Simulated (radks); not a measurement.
Task: The mean radii <r> (bohr) of the occupied orbitals of an atom or ion are listed with their occupations. Calculated with a radial shooting solver on a logarithmic mesh with Libxc functionals: Dirac Kohn-Sham, LB94 model potential, spin-unpolarised, spherical densities, finite nucleus; Fermi nuclear charge, rms radius of each element as measured or else 0.836 A^(1/3) + 0.57 fm.

orbital  occ.      <r>
1s1/2       2  0.02454
2s1/2       2   0.1042
2p1/2       2  0.08742
2p3/2       4  0.09358
3s1/2       2   0.2721
3p1/2       2   0.2608
3p3/2       4   0.2720
3d3/2       4   0.2409
3d5/2       5   0.2444

Name the element and its charge. Open shells, if any, fill j = l - 1/2 first.

Result: Z = 58, cerium, charge +31: Ce31+ in [Ar] 3d9. The 1s radius gives Z: for a bare nucleus <r> = (2 gamma + 1)/(2Z) with gamma = sqrt(1 - (Z/c)^2), 0.02424 bohr for Z = 58, and screening makes it slightly larger (0.02454 here). The occupations add up to 27, and the charge is Z minus that.
